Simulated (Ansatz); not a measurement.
Compare A (`O=C/C=[CH]/[AlH2]`) with its isomer B (`C1=[CH][AlH][CH2]O1`).

Calculated with Ansatz (gas phase, PBE0-D4/def2-TZVP geometries, no zero-point term in ΔE). CBS: MP2 limit from def2 TZ/QZ plus the TZ coupled-cluster correction, frozen cores. DFT in def2-TZVPP. One conformer a species, not always the lowest.

A:

Z-matrix (Å, degrees):
```
C
C 1 1.485
O 1 1.204 2 124.2
H 1 1.110 2 115.4 3 180.0
C 2 1.340 1 122.6 3 0.0
H 2 1.090 1 115.6 3 -180.0
Al 5 1.948 2 120.7 1 -180.0
H 5 1.091 2 114.7 1 -0.0
H 7 1.584 5 121.4 2 180.0
H 7 1.586 5 116.3 2 -0.0
```

B:

```xyz
10

C    -1.2868    0.2162    0.2561
C    -0.4814    1.2996    0.2919
Al    1.2465    0.6336   -0.1099
C     0.5175   -1.1982   -0.2823
O    -0.8940   -1.0373   -0.0129
H    -2.3596    0.2313    0.4427
H    -0.9465    2.2482    0.5241
H     2.7143    1.2012   -0.2688
H     0.5982   -1.6566   -1.2733
H     0.8919   -1.9379    0.4325
```

Problem. Which is lower in electronic energy at CCSD(T)/CBS, and by how much? (Best estimate.)

Solution. Computed: B, by 32.2 kJ/mol.

Problem. Give E(B) − E(A) in kJ/mol with LDA (SPW92), B2PLYP, PBE-D4, ωB97M-V, CCSD/def2-TZVPP, CCSD(T)/def2-TZVPP, BLYP-D4. (An estimate is asked.)

Solution. Ansatz gave: LDA (SPW92) -84.0, B2PLYP -26.7, PBE-D4 -45.5, ωB97M-V -39.4, CCSD/def2-TZVPP -25.7, CCSD(T)/def2-TZVPP -27.6, BLYP-D4 -20.6. None reverses the order clearly.

Problem. Does the order hold for the free energy at 298.15 K (harmonic terms from PBE0-D4)? (Estimate.)

Solution. Ansatz gave: Yes: G(B) − G(A) = -10.5 kJ/mol, for one conformer each.

Largest T1 diagnostic: 0.015.

From PBE to PBE0 (25 % exact exchange), in def2-TZVPP and without D4, E(B) − E(A) moves by −4.5 kJ/mol. At CCSD(T), def2-SVP lies +22.8 kJ/mol from the extrapolated value and def2-TZVPP +4.5 kJ/mol.
